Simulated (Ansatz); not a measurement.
Start from `C1[SiH2][SiH2]1` and change one atom or group to get `[AlH2][SiH]1C[SiH2]1`.

Ansatz, PBE0-D4/def2-TZVP geometries, multiplicity 1. 

```json
{"property": "HOMO–LUMO gap (ωB97M-V/def2-TZVPP) / eV", "`C1[SiH2][SiH2]1`": "10.24"}
{"property": "HOMO energy (B3LYP/def2-TZVPP) / eV", "`C1[SiH2][SiH2]1`": "-6.53"}
{"property": "HOMO energy (PBE/def2-TZVPP) / eV", "`C1[SiH2][SiH2]1`": "-5.73"}
{"property": "size of the dipole moment (ωB97M-V/def2-TZVPP) / D", "`C1[SiH2][SiH2]1`": "0.35"}
{"property": "LUMO energy (PBE/def2-TZVPP) / eV", "`C1[SiH2][SiH2]1`": "-0.97"}
{"property": "LUMO energy (PBE0/def2-TZVPP) / eV", "`C1[SiH2][SiH2]1`": "-0.15"}
```

Give the same properties after the change, and the shifts. (Best estimate.)

Ansatz gave: 
```json
{"property": "HOMO–LUMO gap (ωB97M-V/def2-TZVPP) / eV", "`[AlH2][SiH]1C[SiH2]1`": "8.33", "shift": "-1.91"}
{"property": "HOMO energy (B3LYP/def2-TZVPP) / eV", "`[AlH2][SiH]1C[SiH2]1`": "-6.55", "shift": "-0.02"}
{"property": "HOMO energy (PBE/def2-TZVPP) / eV", "`[AlH2][SiH]1C[SiH2]1`": "-5.88", "shift": "-0.15"}
{"property": "size of the dipole moment (ωB97M-V/def2-TZVPP) / D", "`[AlH2][SiH]1C[SiH2]1`": "1.75", "shift": "1.40"}
{"property": "LUMO energy (PBE/def2-TZVPP) / eV", "`[AlH2][SiH]1C[SiH2]1`": "-2.72", "shift": "-1.75"}
{"property": "LUMO energy (PBE0/def2-TZVPP) / eV", "`[AlH2][SiH]1C[SiH2]1`": "-2.00", "shift": "-1.85"}
```

The zero-point energy changes by 18.2 kJ/mol with +6 modes. Dipoles are sizes alone; their direction can turn.

B3LYP here is the variant with VWN-RPA as its local correlation; programs differ in this.
